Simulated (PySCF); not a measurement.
AlFH4Si, SMILES [F][AlH][SiH3]. Coordinates come from a B3LYP-D3(BJ)/def2-TZVP optimisation.

Computed equilibrium geometry at B3LYP-D3(BJ)/def2-TZVP (PySCF confirms it by a frequency run) as a Z-matrix:
```
Si
H 1 1.4853
H 1 1.4856 2 108.01
H 1 1.4857 2 107.96 3 116.27
Al 1 2.4516 2 111.45 4 121.78
F 5 1.6595 1 116.09 2 178.75
H 5 1.5763 6 115.94 1 -179.95
```
